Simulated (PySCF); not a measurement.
**HIn(OH) + Cl₂ → InCl₂ + H₂O**

Level: PBE0 in the def2-TZVP basis family, computed in PySCF with density fitting; scalar-relativistic core potentials for atoms from Rb on, none lighter, no spin–orbit coupling; open shells unrestricted.

| species | state and structure | E (Eh) | ZPE (kJ/mol) | H(298 K) − H(0) (kJ/mol) | S° (J/(mol K)) |
| --- | --- | --- | --- | --- | --- |
| HIn(OH) | doublet, Cs, In–H 1.767 Å, In–O 2.004 Å, O–H 0.960 Å; H–In–O 113.7°, H–O–In 115.0° | -266.48958 | 45.0 | 12.4 | 275.7 |
| Cl₂ | singlet, D∞h, Cl–Cl 1.982 Å | -920.08940 | 3.5 | 9.1 | 222.5 |
| InCl₂ | doublet, C2v, In–Cl 2.353 Å (×2); Cl–In–Cl 119.5° | -1110.34894 | 4.5 | 13.9 | 313.8 |
| H₂O | singlet, C2v, O–H 0.960 Å (×2); H–O–H 105.1° | -76.37736 | 56.5 | 9.9 | 188.7 |

(1) What is the electronic reaction energy?

(2) Add zero-point, thermal and entropy terms for 298.15 K and 1 bar.

Answers

(1) At PBE0/def2-TZVP, ΔE = -386.8 kJ/mol from the differences of the total energies times 2625.5, downhill. 

(2) ΔZPE = 12.5 and Δ[H(298) − H(0)] = 2.3 kJ/mol give ΔH° = -372.0 kJ/mol. ΔS° = 4.3 J/(mol K), so ΔG° = -372.0 − 298.15 × (0.0043) = -373 kJ/mol.

The structures come from searches over a few start shapes, so lower isomers are not excluded.
